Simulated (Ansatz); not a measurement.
CH7GeNSi (`[SiH3]/N=[CH]\[GeH3]`), relaxed with RKS PBE-D4/def2-SVP in the Gaussian-basis code of Ansatz from a rough embedded geometry. The force threshold is 0.03 eV/Å; the program also tests the step.

The species carries charge 0 and has multiplicity 1.

Start:

```xyz
11

Si    0.832    0.590    1.441
N     1.200    0.836   -0.259
C     0.530    0.351   -1.217
Ge   -1.114   -0.830   -0.956
H     1.894    1.338    2.261
H    -0.468    1.168    1.816
H     0.892   -0.822    1.832
H     0.790    0.496   -2.222
H    -2.187    0.060   -0.181
H    -0.718   -2.024   -0.162
H    -1.651   -1.163   -2.353
```

| step | energy (eV) | largest force (eV/Å) | largest move (Å) |
| --- | --- | --- | --- |
| 1 | -67008.0549 | 2.406 | 0.000 |
| 2 | -67008.2793 | 0.556 | 0.127 |
| 3 (rejected) | -67008.2738 | 0.913 | 0.110 |
| 4 | -67008.3218 | 0.251 | 0.055 |
| 5 | -67008.3228 | 0.129 | 0.023 |
| 6 | -67008.3257 | 0.055 | 0.019 |
| 7 | -67008.3260 | 0.047 | 0.015 |
| 8 | -67008.3276 | 0.020 | 0.080 |
| 9 | -67008.3286 | 0.037 | 0.065 |
| 10 | -67008.3300 | 0.122 | 0.128 |
| 11 | -67008.3327 | 0.136 | 0.045 |
| 12 | -67008.3428 | 0.212 | 0.196 |
| 13 (rejected) | -67008.3406 | 0.392 | 0.179 |
| 14 | -67008.3540 | 0.116 | 0.089 |
| 15 | -67008.3617 | 0.047 | 0.098 |
| 16 | -67008.3688 | 0.086 | 0.146 |
| 17 (rejected) | -67008.3672 | 0.280 | 0.193 |
| 18 | -67008.3710 | 0.165 | 0.097 |
| 19 | -67008.3769 | 0.104 | 0.097 |
| 20 | -67008.3809 | 0.111 | 0.115 |
| 21 | -67008.3822 | 0.054 | 0.041 |
| 22 | -67008.3829 | 0.052 | 0.040 |
| 23 | -67008.3837 | 0.048 | 0.039 |
| 24 | -67008.3841 | 0.034 | 0.043 |
| 25 | -67008.3845 | 0.035 | 0.045 |
| 26 | -67008.3848 | 0.028 | 0.043 |
| 27 | -67008.3850 | 0.028 | 0.035 |

End:

```xyz
11

Si    0.824    0.790    1.557
N     0.915    1.045   -0.187
C     0.321    0.462   -1.152
Ge   -1.014   -1.043   -1.067
H     2.212    0.445    2.016
H     0.404    2.096    2.167
H    -0.131   -0.296    2.006
H     0.558    0.807   -2.191
H    -2.243   -0.625   -0.216
H    -0.368   -2.300   -0.423
H    -1.477   -1.381   -2.511
```

It took 42 s on 4 threads of a server CPU on a shared host, with 0.17 GiB of host memory at the peak.
